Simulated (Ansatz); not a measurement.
System: WF3, charge 0, multiplicity 4. The spin state was set by rule; other spins were not relaxed. 
Coordinates optimised at B3LYP-D3(BJ)/def2-TZVP (Ansatz, a program for electronic structure):
SMILES: [F][W]([F])[F]
```xyz
4

W      0.0000     0.0000     0.0000
F      1.8159    -0.3552    -0.3197
F     -0.7850    -0.5139     1.6266
F     -1.0309     0.8691    -1.3068
```
Charge 0, spin multiplicity 4.

Parts of the frozen-core correlation energy in def2-TZVPP (Ansatz, hartree). Frozen orbitals: 7; correlated occupied orbitals by spin: 15 and 12; virtual: 127 and 130. UHF or UKS for open shells. No spin-orbit coupling. In def2 rows, elements after Kr have scalar-relativistic effective core potentials.

```json
[
 {"term": "reference (HF)", "value": "-364.99843"},
 {"term": "MP2 opposite-spin", "value": "___"},
 {"term": "MP2 same-spin", "value": "-0.26079"},
 {"term": "CCSD correlation", "value": "___"},
 {"term": "(T)", "value": "___"},
 {"term": "T1 diagnostic", "value": "0.021"},
 {"term": "largest doubles amplitude", "value": "0.024"},
 {"term": "<S^2> of the reference", "value": "3.760"}
]
```

Problem. What belongs in the gaps?

Solution. 
- MP2 opposite-spin, value: -0.63955
- CCSD correlation, value: -0.89556
- (T), value: -0.03138
